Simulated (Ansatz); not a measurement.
```xyz
10

F     0.355   -1.905   -0.583
Si   -0.674   -0.720   -0.892
S    -0.595   -0.159   -2.930
O    -0.289    0.522    0.060
Ge    0.516    0.709    1.644
H    -2.026   -1.254   -0.635
H     0.569    0.498   -2.785
H     0.131    2.114    2.116
H     2.027    0.574    1.417
H    -0.015   -0.380    2.587
```

Total charge 0; spin multiplicity 1.

**Question.** List the r2SCAN/def2-TZVPP orbital energies in eV (Ansatz 0.2.0). (Estimate.)

**Answer.** Computed: Occupied: -10835.05, -2409.15, -1792.71, -1350.10, -1200.17, -1200.14, -1200.14, -666.09, -516.01, -213.62, -168.33, -157.70, -157.60, -157.50, -142.92, -118.08, -117.98, -117.98, -97.83, -97.79, -97.75, -31.50, -31.30, -31.30, -31.23, -31.22, -31.22, -25.90, -19.16, -15.28, -13.57, -11.80, -11.63, -11.19, -10.64, -10.01, -9.77, -9.40, -8.76, -8.36, -7.74, -6.79. Lowest empty: -0.79, -0.13, 0.17, 0.84, 1.09, 1.19, 1.20, 1.75.
